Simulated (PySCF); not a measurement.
H6Si2Te. Atoms are numbered in the order given.

```xyz
9

Te     0.0000     0.0000     0.7175
Si    -1.8136     0.0000    -1.0390
H     -3.1113     0.0000    -0.3093
H     -1.7125    -1.2127    -1.8993
H     -1.7125     1.2127    -1.8993
Si     1.8136     0.0000    -1.0390
H      1.7125     1.2127    -1.8993
H      1.7125    -1.2127    -1.8993
H      3.1113     0.0000    -0.3093
```

Geometry: B3LYP-D3(BJ)/def2-SVP. The def2 effective core potentials stand for the cores of Te; spin–orbit coupling is left out.

Level of theory: ωB97X/def2-TZVPD (PySCF).

Gas-phase values at a fixed geometry.

Q: Estimate the frontier levels, gap, dipole moment and polarisability. (The exact figures need the calculation; the answer reports its results.)

A: 
```json
{
  "highest_occupied_level": "-8.61 eV",
  "lowest_empty_level": "0.88 eV",
  "orbital_gap": "9.49 eV",
  "dipole_moment": "0.70 D",
  "quadrupole, principal values (traceless, Buckingham form, about the centre of nuclear charge)": "-4.00, 0.08, 3.92 D·Å",
  "mean_static_polarisability": "103.4 bohr³ (15.33 Å³)",
  "polarisability_principal_values": "84.3, 103.6, 122.4 bohr³"
}
```
